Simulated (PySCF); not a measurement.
Isomers C$_{3}$H$_{9}$F$_{3}$OSi$_{2}$:

A. SMILES COC([SiH3])([SiH3])C(F)(F)F
B. `InChI=1S/C3H9F3OSi2/c4-3(5,6)1-7-2(8)9/h2H,1H2,8-9H3`
C. SMILES CO[SiH2][C@@H]([SiH3])C(F)(F)F

Spectrum 1. $^{1}$H NMR (500 MHz, computed): δ 5.18 (m, 1H), 5.01 (m, 1H), 4.11 (d, 3H), 3.80 (s, 3H), 1.70 (m, 1H). $^{13}$C{$^{1}$H} NMR (computed): δ 138.0 (C), 54.1 (CH3), 19.1 (CH).

Spectrum 2. $^{1}$H NMR (500 MHz, computed): δ 4.13 (s, 6H), 3.74 (s, 3H). $^{13}$C{$^{1}$H} NMR (computed): δ 138.0 (C), 69.5 (C), 60.4 (CH3).

Spectrum 3. $^{1}$H NMR (500 MHz, computed): δ 4.02 (d, 6H), 3.88 (m, 2H), 3.66 (sept, 1H). $^{13}$C{$^{1}$H} NMR (computed): δ 134.3 (C), 73.4 (CH2), 62.8 (CH).

PySCF 2.14.0 with density-fitted response routines calculation with PBE0/pcSseg-1 with gauge-including orbitals and structure optimised with GFN2-xTB; no relativistic terms, in vacuum, one averaged value for each set of equivalent atoms, one conformer.

Referencing at the same level of theory: TMS for $^{1}$H (31.72 ppm) and $^{13}$C (186.93 ppm). Splittings of carbon signals by F and P are missing where no couplings were computed. Where no couplings were computed, multiplicities follow the n + 1 count of equivalent neighbours, and m marks all less simple cases (inequivalent or close neighbours, rings, F or P nearby). Shifts are as computed. Against solution values, carbons near 30 ppm lie about +3 ppm off and those near 130 ppm about +5 ppm. Of 1309 compounds with measured shifts, 239 miss one by over three times the rms of a fit or turn the order of signals round; such compounds aren't used in these exercises.

Question: Which spectrum belongs to which compound?

Answer: 1–C, 2–A, 3–B.

- Spectrum 1 (C): 3 $^{13}$C signals; δC 138.0 is a CF3 carbon; δC 54.1 is a methyl carbon bonded to O.
- Spectrum 2 (A): 3 $^{13}$C signals; δC 138.0 is a CF3 carbon; δC 69.5 is a fully substituted sp3 carbon bonded to O and 2 Si.
- Spectrum 3 (B): 3 $^{13}$C signals; δC 134.3 is a CF3 carbon; δC 73.4 is an sp3 CH2 bonded to O.
